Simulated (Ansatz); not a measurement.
Problem. Name a neutral molecule of C, Cl, Ge, O and H with ideal-gas entropy at 298 K and 1 bar (rigid rotor, harmonic PBE0-D4/def2-TZVP) between 344 and 360 J/(mol·K) and HOMO–LUMO gap (ωB97M-V/def2-TZVPP) between 12.30 and 12.60 eV (Ansatz, PBE0-D4/def2-TZVP geometry).

Solution. `Cl[C]1([GeH3])CO1` (345 J/(mol·K), 12.39 eV). Other molecules can fit too; these were computed, each in one conformer that needn't be the lowest.
